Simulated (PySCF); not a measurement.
H2OSi, charge -1, doublet, at a GFN2-xTB geometry (a state made from the parent by changing its charge; the spin is typed, not shown lowest) (in this run its highest filled SCF level lies above zero, so its values depend strongly on the basis, on diffuse functions most of all). Base run: M062X/3-21G run with PySCF.

Geometry (Å):
```xyz
4

Si     0.0693    -0.4429     0.0036
O     -0.1710     1.0921    -0.0088
H     -1.0001    -1.4556    -0.0005
H      1.3971    -1.0802     0.0210
```
Charge -1, spin multiplicity 2.
Orbitals are unrestricted.
All else is at PySCF's defaults.

Variants of this job, named by their change:

| change | E (Eh) | HOMO (eV) | <S^2> | core-seconds (rough) |
|---|---|---|---|---|
| base | -363.82459 | 2.10 | 0.753 | 4 |
| functional = wb97x_v | -363.80807 | 0.91 | 0.753 | 50 |
| functional = mn15 | -363.42489 | 2.78 | 0.752 | 4 |
| functional = pbe | -363.66364 | 4.14 | 0.751 | 2 |
| functional = hf | -362.92140 | 0.52 | 0.760 | 0.5 |
| functional = b3lyp; dispersion = d3bjm | -363.92154 | 3.26 | 0.752 | 3 |
| functional = pbe; dispersion = d3zero | -363.66410 | 4.14 | 0.751 | 3 |
| functional = wb97m_v | -363.84654 | 1.25 | 0.752 | 50 |
| functional = camb3lyp | -363.86633 | 1.87 | 0.752 | 4 |
| functional = tpssh | -363.91917 | 3.49 | 0.752 | 8 |
| functional = x3lyp | -363.84521 | 3.24 | 0.752 | 3 |
| functional = blyp; dispersion = d3bjm | -363.87936 | 4.40 | 0.751 | 2 |
| functional = pbe; dispersion = d3bjm | -363.66667 | 4.14 | 0.751 | 3 |

Total energies compare only within one method and basis.

Open shells are given as the SCF converged; they aren't shown to be the lowest states, and a large step between rows can be another state.
